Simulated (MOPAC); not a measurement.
MOPAC input (PM6):

```
PM6 PRECISE GNORM=0.05 LET XYZ UHF MS=0.5 GEO-OK AUX(PRECISION=9) THREADS=1
H4FOSi2

F     1.90424900 1   -0.74134600 1    0.38562900 1
Si    1.02145600 1    0.57823900 1    0.64948700 1
O    -0.35862200 1    0.46895000 1   -0.20227900 1
Si   -1.71574700 1   -0.36433400 1   -0.62799200 1
H     1.79961400 1    1.73074300 1    0.11043900 1
H    -1.37996700 1   -1.35429800 1   -1.67318300 1
H    -2.26899300 1   -1.05762900 1    0.55683300 1
H    -2.69983900 1    0.60701800 1   -1.14745000 1
```

Output:

```
 *******************************************************************************
 **                                                                           **
 **                              MOPAC v23.2.5                                **
 **                                                                           **
 *******************************************************************************
 ** MOPAC's Digital Object Identifier: https://doi.org/10.5281/zenodo.6511958 **
 **                                                                           **
 ** Please cite the open-source release paper for use of this MOPAC version:  **
 ** J. E. Moussa and J. J. P. Stewart (2026)                                  **
 ** MOPAC: An open-source semiempirical molecular orbital program             **
 ** J. Open Source Softw., 11(119), 8025, https://doi.org/10.21105/joss.08025 **
 *******************************************************************************

                              PM6 CALCULATION RESULTS

 *******************************************************************************
 *  PM6        - The PM6 Hamiltonian to be used
 *  GEO-OK     - OVERRIDE INTERATOMIC DISTANCE AND OTHER SAFETY CHECKS
 *  UHF        - UNRESTRICTED HARTREE-FOCK CALCULATION
 *  MS=        - IN MECI, MAGNETIC COMPONENT OF SPIN =  0.5
 *  LET        - OVERRIDE SOME SAFETY CHECKS
 *  PRECISE    - TIGHTER CRITERIA TO BE USED
 *  XYZ        - CARTESIAN COORDINATE SYSTEM TO BE USED
 *  GNORM      - EXIT WHEN GRADIENT NORM DROPS BELOW 0.050
 *  AUX        - OUTPUT AUXILIARY INFORMATION
 *******************************************************************************
PM6 PRECISE GNORM=0.05 LET XYZ UHF MS=0.5 GEO-OK AUX(PRECISION=9) THREADS=1
 H4FOSi2

   ATOM   CHEMICAL          X               Y               Z
  NUMBER   SYMBOL      (ANGSTROMS)     (ANGSTROMS)     (ANGSTROMS)

     1       F          1.90424900  *  -0.74134600  *   0.38562900  *
     2      Si          1.02145600  *   0.57823900  *   0.64948700  *
     3       O         -0.35862200  *   0.46895000  *  -0.20227900  *
     4      Si         -1.71574700  *  -0.36433400  *  -0.62799200  *
     5       H          1.79961400  *   1.73074300  *   0.11043900  *
     6       H         -1.37996700  *  -1.35429800  *  -1.67318300  *
     7       H         -2.26899300  *  -1.05762900  *   0.55683300  *
     8       H         -2.69983900  *   0.60701800  *  -1.14745000  *

          CARTESIAN COORDINATES

    NO.       ATOM           X           Y           Z

     1         F          1.9042     -0.7413      0.3856
     2        Si          1.0215      0.5782      0.6495
     3         O         -0.3586      0.4690     -0.2023
     4        Si         -1.7157     -0.3643     -0.6280
     5         H          1.7996      1.7307      0.1104
     6         H         -1.3800     -1.3543     -1.6732
     7         H         -2.2690     -1.0576      0.5568
     8         H         -2.6998      0.6070     -1.1475

 General Reference for PM6:
 "Optimization of Parameters for Semiempirical Methods V: Modification of NDDO Approximations
 and Application to 70 Elements", J. J. P. Stewart, J. Mol. Mod., 13, 1173-1213 (2007)
 URL: https://link.springer.com/article/10.1007/s00894-007-0233-4

           Empirical Formula: H4 O F Si2  =     8 atoms

      MOLECULAR POINT GROUP   :   C1

          UHF CALCULATION, NO. OF ALPHA ELECTRONS =   13
                           NO. OF BETA  ELECTRONS =   12

          Geometry optimization using EF

          DIAGONAL MATRIX USED AS START HESSIAN

 CYCLE:     1  GRAD.:    61.235 HEAT: -149.3994
 CYCLE:     2  GRAD.:   123.982 HEAT: -144.1302
 CYCLE:     3  GRAD.:    22.689 HEAT: -152.5965
 CYCLE:     4  GRAD.:    27.098 HEAT: -152.8265
 CYCLE:     5  GRAD.:    11.762 HEAT: -153.5399
 CYCLE:     6  GRAD.:    22.420 HEAT: -153.5583
 CYCLE:     7  GRAD.:    10.788 HEAT: -154.0384
 CYCLE:     8  GRAD.:    25.608 HEAT: -153.9887
 CYCLE:     9  GRAD.:    11.074 HEAT: -154.3618
 CYCLE:    10  GRAD.:    36.602 HEAT: -153.9549
 CYCLE:    11  GRAD.:     6.412 HEAT: -154.5638
 CYCLE:    12  GRAD.:     9.730 HEAT: -154.6390
 CYCLE:    13  GRAD.:     6.987 HEAT: -154.8094
 CYCLE:    14  GRAD.:     6.515 HEAT: -155.1168
 CYCLE:    15  GRAD.:     5.174 HEAT: -155.2845
 CYCLE:    16  GRAD.:     3.898 HEAT: -155.4190
 CYCLE:    17  GRAD.:     1.796 HEAT: -155.4611
 CYCLE:    18  GRAD.:     1.307 HEAT: -155.4712
 CYCLE:    19  GRAD.:     0.407 HEAT: -155.4736
 CYCLE:    20  GRAD.:     0.160 HEAT: -155.4741
 CYCLE:    21  GRAD.:     0.130 HEAT: -155.4742
 CYCLE:    22  GRAD.:     0.067 HEAT: -155.4743
 CYCLE:    23  GRAD.:     0.046 HEAT: -155.4743

     GRADIENT =  0.04560 IS LESS THAN CUTOFF =  0.05000

 -------------------------------------------------------------------------------
 PM6 PRECISE GNORM=0.05 LET XYZ UHF MS=0.5 GEO-OK AUX(PRECISION=9) THREADS=1
 H4FOSi2

     GEOMETRY OPTIMISED USING EIGENVECTOR FOLLOWING (EF).
     SCF FIELD WAS ACHIEVED

                              PM6 CALCULATION
                                                       MOPAC v23.2.5 Linux

          FINAL HEAT OF FORMATION =       -155.47428 KCAL/MOL =    -650.50438 KJ/MOL

          COSMO AREA              =        134.06 SQUARE ANGSTROMS
          COSMO VOLUME            =        126.13 CUBIC ANGSTROMS

          GRADIENT NORM           =          0.04560          =       0.01612 PER ATOM
          IONIZATION POTENTIAL    =          7.116199 EV
          ALPHA SOMO LUMO (EV)    =         -7.116 -0.074
          BETA  SOMO LUMO (EV)    =        -11.348 -1.003
          NO. OF ALPHA ELECTRONS  =         13
          NO. OF BETA  ELECTRONS  =         12
          MOLECULAR WEIGHT        =         95.2004         POINT GROUP:  C1

          MOLECULAR DIMENSIONS (Angstroms)

            Atom       Atom       Distance
            H     8    F     1     5.34877
            H     5    H     7     4.06942
            H     5    H     6     2.27729

          SCF CALCULATIONS        =         24

   ATOM   CHEMICAL          X               Y               Z
  NUMBER   SYMBOL      (ANGSTROMS)     (ANGSTROMS)     (ANGSTROMS)

     1       F          2.24382644  *  -0.55120466  *   0.62406317  *
     2      Si          1.09220771  *   0.47863232  *   0.47394262  *
     3       O         -0.37853154  *   0.15708687  *  -0.12015916  *
     4      Si         -1.89946320  *  -0.30227748  *  -0.67877645  *
     5       H          1.56407083  *   1.80722242  *   0.17015243  *
     6       H         -1.70252378  *  -1.19430191  *  -1.82278638  *
     7       H         -2.59899309  *  -0.98511651  *   0.41081034  *
     8       H         -2.61041133  *   0.91326166  *  -1.07916974  *

                             CARTESIAN COORDINATES

   1    F        2.243826436    -0.551204662     0.624063172
   2   Si        1.092207713     0.478632323     0.473942621
   3    O       -0.378531545     0.157086875    -0.120159164
   4   Si       -1.899463196    -0.302277485    -0.678776447
   5    H        1.564070831     1.807222420     0.170152434
   6    H       -1.702523778    -1.194301912    -1.822786382
   7    H       -2.598993088    -0.985116511     0.410810338
   8    H       -2.610411332     0.913261664    -1.079169736

           Empirical Formula: H4 O F Si2  =     8 atoms

      MOLECULAR POINT GROUP   :   C1

          ALPHA EIGENVALUES
 -40.72398 -29.56006 -20.09265 -17.07044 -15.67411 -15.50636 -15.44137 -14.80066
 -14.56070 -13.24117 -11.36964 -11.36602  -7.11620  -0.07428   0.07464   0.50823
   0.81764   0.85685   0.93031   1.23339   1.44547   2.24638   2.47439   2.50389
   3.71172   4.44567   4.64986   4.66429   4.75284   5.04364

           BETA EIGENVALUES
 -40.65821 -29.45714 -20.00988 -17.02339 -15.68015 -15.52168 -15.39000 -14.70835
 -14.48277 -12.64427 -11.35897 -11.34766  -1.00339  -0.04493   0.32363   0.76692
   0.83435   0.86500   1.02879   1.40335   1.54477   2.36254   2.52820   2.58135
   3.80010   4.65582   4.66588   4.79403   5.05583   5.31802

              NET ATOMIC CHARGES AND DIPOLE CONTRIBUTIONS

  ATOM NO.   TYPE          CHARGE      No. of ELECS.   s-Pop       p-Pop       d-Pop
    1          F          -0.278249        7.2782     1.92572     5.35253
    2         Si           0.434879        3.5651     1.29416     1.06023     1.21073
    3          O          -0.479715        6.4797     1.60752     4.87220
    4         Si           0.355854        3.6441     1.16694     1.67202     0.80518
    5          H           0.026229        0.9738     0.97377
    6          H          -0.020346        1.0203     1.02035
    7          H          -0.018968        1.0190     1.01897
    8          H          -0.019684        1.0197     1.01968
 DIPOLE           X         Y         Z       TOTAL
 POINT-CHG.    -2.245     1.206    -0.463     2.590
 HYBRID         1.000    -0.476    -0.104     1.112
 SUM           -1.245     0.730    -0.567     1.551

          ATOMIC ORBITAL ELECTRON POPULATIONS

     Atom    s        px        py        pz      x^2-y^2     xz        z^2       yz        xy
    1  F   1.92572   1.73835   1.77772   1.83647
    2 Si   1.29416   0.32413   0.47302   0.26308   0.26811   0.20625   0.36444   0.08757   0.28437
    3  O   1.60752   1.50767   1.69492   1.66961
    4 Si   1.16694   0.38136   0.65258   0.63808   0.10943   0.16367   0.10100   0.22774   0.20334
    5  H   0.97377
    6  H   1.02035
    7  H   1.01897
    8  H   1.01968

                    (SZ)    =    0.500000
                    (S**2)  =    0.752967

          ATOMIC ORBITAL SPIN POPULATIONS

    Atom   Total    s     px     py     pz   x^2-y^2  xz     z^2    yz     xy
         Atomic
    1  F  0.0244  0.002  0.026  0.000 -0.004
    2 Si  0.8039  0.288  0.010  0.055  0.098  0.004  0.041  0.284  0.019  0.004
    3  O  0.0295  0.013  0.010  0.001  0.006
    4 Si  0.0100  0.001  0.007  0.001  0.000 -0.000 -0.001  0.000 -0.000  0.002
    5  H  0.1296  0.130
    6  H  0.0006  0.001
    7  H  0.0003  0.000
    8  H  0.0019  0.002

 **********************
 *                    *
 * JOB ENDED NORMALLY *
 *                    *
 **********************

 == MOPAC DONE ==
```

The geometry given is a B3LYP-D3(BJ)/def2-TZVP minimum.
